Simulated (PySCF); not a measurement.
# Working with the constants of TeH

UHF-CCSD(T) constants of TeH, ²Π (doublet), unpaired electrons π ↑ (PySCF, scalar-relativistic core potentials, basis sets Te cc-pVTZ-PP with ECP28, H cc-pVTZ; masses 129.9062 and 1.0078 u):

- ωe: 2149.1 cm⁻¹
- ωexe: 36.2 cm⁻¹
- Be: 6.134 cm⁻¹
- αe: 0.154 cm⁻¹
- D (centrifugal): 0.000200 cm⁻¹
- De to Te + H: 2.92 eV

Q: Give the vibrational terms G(v) and spacings up to v = 6.

A: G(v) = ωe(v+½) − ωexe(v+½)².

```
v  G(v) (cm⁻¹)  G(v) − G(v−1)  Bv (cm⁻¹)
0         1066                     6.057
1         3142           2077      5.903
2         5146           2004      5.749
3         7078           1932      5.595
4         8938           1860      5.441
5        10725           1787      5.287
6        12440           1715      5.133
```

Q: How well does the Morse estimate ωe²/(4ωexe) reproduce De, and what is D0?

A: It gives 3.95 eV, 135 % of the computed De. D0 = De − G(0) = 2.92 − 0.13 = 2.79 eV.

Correlated steps freeze 4 core orbitals. These are scalar-relativistic numbers at best; spin–orbit coupling would shift them, the dissociation energy most. The state is the lowest determinant that a PBE0 search found; another state may lie lower at other levels.
